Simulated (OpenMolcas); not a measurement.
# I⁵⁺: from RASSCF to RASPT2

```json
{
 "Program": "OpenMolcas",
 "Basis": "ANO-RCC-VQZP [8s7p5d3f2g]",
 "Scalar Hamiltonian": "DKH2, point nucleus",
 "Active space": "2 electrons in 9 orbitals (RAS2 5s 5p; RAS3 5d, at most 2 electrons)",
 "State averaging": "2S+1 = 3 even, 3 roots; 2S+1 = 1 even, 7 roots; 2S+1 = 3 odd, 3 roots; 2S+1 = 1 odd, 3 roots",
 "Spin-orbit coupling": "RASSI with atomic mean-field integrals over the reference wave functions, term energies averaged over their components"
}
```

Methods on the same reference wave functions:
A. RASSCF
B. SS-RASPT2, IPEA 0.25 Eh, imaginary shift 0.1 Eh (closed shells correlated: 4d)
C. MS-RASPT2, IPEA 0.25 Eh, imaginary shift 0.1 Eh (closed shells correlated: 4d)

Energies in cm⁻¹ above 5s² ¹S₀, the measured ground level; measured values from the list in Rauch et al., Astron. Astrophys. 606, A105 (2017).

```json
{"Level": "5s² ¹S₀", "A": "0.0", "B": "0.0", "C": "0.0", "Measured": "0.0"}
{"Level": "5s 5p ³P°₀", "A": "80720", "B": "86760", "C": "87300", "Measured": "85666"}
{"Level": "5s 5p ³P°₁", "A": "84051", "B": "89910", "C": "90440", "Measured": "89262"}
{"Level": "5s 5p ³P°₂", "A": "92597", "B": "98640", "C": "99170", "Measured": "99685"}
{"Level": "5s 5p ¹P°₁", "A": "129939", "B": "125740", "C": "126280", "Measured": "127424"}
{"Level": "5p² ³P₀", "A": "198805", "B": "201730", "C": "202270", "Measured": "200085"}
{"Level": "5p² ¹D₂ [61 %]", "A": "203596", "B": "210150", "C": "210690", "Measured": "209432"}
{"Level": "5p² ³P₁", "A": "205181", "B": "208500", "C": "209040", "Measured": "208474"}
{"Level": "5p² ³P₂ [61 %]", "A": "215404", "B": "220090", "C": "220630", "Measured": "221984"}
```

Deviations, from unrounded energies. A percentage is the sum of absolute deviations over the sum of measured energies, with the sign that they share, or ± where signs differ.

| Against measurement | Levels | A | B | C |
| --- | --- | --- | --- | --- |
| mean absolute deviation (cm-1) | 8 | 4600 | 1100 | 1200 |
| other configurations (%) | 8 | ±3.0 | ±0.7 | ±0.8 |

B lies closest to measurement on these levels and A furthest from it. The largest miss of B in the table is 5p² ³P₂ [61 %], by -1900 cm-1. The ranking rests on the paired levels alone, and a cruder setting can come out closer through cancelling errors.

Between B and C the level of the table that moves most is 5p² ¹D₂ [61 %], by 540 cm-1 (lowest in B, highest in C). Moves below CASPT2's spread within the term are not significant.

The lowest spin-free term lies below A's lowest term by 0.456 hartree in B, 0.459 hartree in C.

CASPT2 breaks the degeneracy within a term, and the mean is taken; among the terms shown or strongly mixed into the levels shown the widest spread is 21 cm-1 (5p² ¹D, C). Active for correlation alone: 5d; no level in the range computed is led by a configuration that fills it, so any true level of that kind is missing. Some terms mix strongly with configurations of 5d, whose occupation reaches 0.21 (5p² ¹D). Computed and measured levels are paired by configuration, term and J; levels that our copy of the source lacks, or whose pairing is in doubt (as where it misses far off the trend of its configuration), stay unpaired and out of the deviations. Levels of configurations outside the active space are missing. Levels that lie high or do not pair safely by name in every column are left out.

A share in square brackets marks a mixed level and gives the weight of the term that names it, the lowest over the columns. ° marks odd parity.
